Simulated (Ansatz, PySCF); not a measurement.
Species: GeCl₄, charge 0, multiplicity 1. 
Structure (B3LYP-D3(BJ)/def2-TZVP (Ansatz, a program for electronic structure) minimum search):
SMILES: [Cl][Ge]([Cl])([Cl])[Cl]
```xyz
5

Cl    -0.9542    -1.5294    -1.1416
Ge     0.0000     0.0000     0.0000
Cl     2.0871    -0.4190     0.1462
Cl    -0.2815     1.8846    -0.9602
Cl    -0.8514     0.0638     1.9555
```

Total electronic energies in hartree. Correlated levels leave the core frozen unless marked. No spin-orbit coupling. The frozen core is the preceding noble-gas configuration, with the filled d and f shells of earlier blocks. No relativistic terms. CBS(X,Y): correlation extrapolated as X^-3; Hartree-Fock from the larger set. The bracket is a focal-point correction in the basis named.

```json
[
 {"level": "HF/def2-TZVPD", "program": "PySCF", "energy (Eh)": "-3913.60485"},
 {"level": "HF/def2-TZVPPD", "program": "Ansatz", "energy (Eh)": "-3913.60511"},
 {"level": "RI-HF/def2-TZVPPD", "program": "Ansatz", "energy (Eh)": "-3913.60493"},
 {"level": "BLYP/def2-TZVPD", "program": "Ansatz", "energy (Eh)": "-3918.08148"},
 {"level": "PBE0/def2-TZVPD", "program": "Ansatz", "energy (Eh)": "-3917.17688"},
 {"level": "r2SCANh-D4/def2-TZVPD", "program": "Ansatz + dftd4", "energy (Eh)": "-3917.90334"},
 {"level": "r2SCAN0-D4/def2-TZVPD", "program": "Ansatz + dftd4", "energy (Eh)": "-3917.88460"},
 {"level": "r2SCAN0/def2-TZVPD", "program": "Ansatz", "energy (Eh)": "-3917.88199"},
 {"level": "HSE06-D4/def2-TZVPD", "program": "Ansatz + dftd4", "energy (Eh)": "-3917.15513"},
 {"level": "HSE06/def2-TZVPD", "program": "Ansatz", "energy (Eh)": "-3917.14744"},
 {"level": "CAM-B3LYP-D3(BJ)/def2-TZVPD", "program": "Ansatz + dftd3", "energy (Eh)": "-3918.22126"},
 {"level": "LC-wPBE/def2-TZVPD", "program": "Ansatz", "energy (Eh)": "-3917.25893"},
 {"level": "B2GP-PLYP-D3(BJ)/def2-TZVPD", "program": "Ansatz + dftd3", "energy (Eh)": "[?]"},
 {"level": "RPA@PBE/def2-QZVPP", "program": "Ansatz", "energy (Eh)": "-3915.16907"},
 {"level": "RI-MP2/def2-QZVPP", "program": "Ansatz", "energy (Eh)": "-3914.63860"},
 {"level": "RI-MP2/def2-QZVPPD", "program": "Ansatz", "energy (Eh)": "-3914.63984"},
 {"level": "SCS-MP2/6-31G*", "program": "Ansatz", "energy (Eh)": "-3913.75501"},
 {"level": "SCS-MP2/def2-SVPD", "program": "Ansatz", "energy (Eh)": "-3913.36843"},
 {"level": "CCSD/STO-3G", "program": "Ansatz", "energy (Eh)": "-3870.35660"},
 {"level": "CCSD/6-31G*", "program": "Ansatz", "energy (Eh)": "-3913.82475"},
 {"level": "CCSD(T)/6-31G*", "program": "Ansatz", "energy (Eh)": "-3913.84237"},
 {"level": "RI-MP2/CBS(def2-TZVPP,def2-QZVPP)+[CCSD(T)-MP2]/def2-SVP", "program": "Ansatz", "energy (Eh)": "-3914.7641"},
 {"level": "RI-MP2/CBS(def2-TZVPPD,def2-QZVPPD)+[CCSD(T)-MP2]/def2-TZVPPD", "program": "Ansatz", "energy (Eh)": "-3914.8020"}
]
```

Fill in the missing entries.


- B2GP-PLYP-D3(BJ)/def2-TZVPD, energy (Eh): -3916.79171
